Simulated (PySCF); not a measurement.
Compound: MoN(OH)3 (singlet state).
Bonds: Mo1–N2, Mo1–O3, Mo1–O5, Mo1–O7. Hydrogens: H4 on O3; H6 on O5; H8 on O7.

Computed, not measured: PBE0-D3(BJ)/def2-SVP geometry optimisation, gas phase, def2 core potentials past Kr in PySCF 2.14.0.

Q: List the bond lengths, angles and torsions at this level.

A: 
| bond | length (Å) |
| --- | --- |
| Mo1–N2 | 1.625 |
| Mo1–O3, Mo1–O5, Mo1–O7 | 1.876 |
| O3–H4, O5–H6, O7–H8 | 0.964 |

Bonds in one row agree within 0.01 Å and their mean is given. A selection of angles:
| angle | degrees |
| --- | --- |
| N2–Mo1–O3 | 106.2 |
| O3–Mo1–O5 | 112.5 |
| O5–Mo1–O7 | 112.5 |
| Mo1–O3–H4 | 122.3 |
| Mo1–O7–H8 | 122.6 |

Dihedral angles: H4–O3–Mo1–N2 0° (synperiplanar); H6–O5–Mo1–N2 -1° (synperiplanar); H8–O7–Mo1–N2 0° (synperiplanar).

Mo1 (molybdenum bonded to N and 3 O) is tetrahedral (angles from 106.2° to 112.5°). All 3 Mo–O bonds measure 1.876 to 1.877 Å.

Point group: C3v (tolerance 0.08 Å). Whether it is a minimum is left open (no frequencies). Torsions: N2–Mo1–O3–H 0°, N2–Mo1–O5–H -1°, N2–Mo1–O7–H 0°.
